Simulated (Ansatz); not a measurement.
Computed with Ansatz on PBE0-D4/def2-TZVP structures; ΔE is electronic, products minus reactants. CCSD(T)/CBS adds triple-zeta CCSD(T) − MP2 to the extrapolated MP2 energy (def2 sets, frozen cores). This one scheme is used for every species. Functionals use def2-TZVPP.

Consider the hydrogenolysis of the Si–B bond: `B[SiH2]C#N` + H₂ → `N#C[SiH3]` + BH₃.

```tsv
level	ΔE (kJ/mol)
BLYP-D4	-28.2
B97M-V	-27.5
ωB97M-V	-35.7
CCSD(T)/def2-SVP	-41.8
```

Question: What does CCSD(T)/CBS give? (Estimate.)

Answer: Computed: -32.7 kJ/mol. The listed levels differ from it by 4.5, 5.2, -3.0, -9.1 kJ/mol.

Largest T1 diagnostic among the species: 0.013.

From r2SCAN to r2SCAN0 (25 % exact exchange), in def2-TZVPP and without D4, ΔE moves by −4.9 kJ/mol. The D4 term adds +5.8 kJ/mol with B3LYP and +3.2 kJ/mol with PBE0; it sums over pairs of atoms, weighted by their polarisabilities, and B3LYP, whose exchange is more repulsive, gets the larger term.

B3LYP here is the variant with VWN-RPA as its local correlation; programs differ in this.
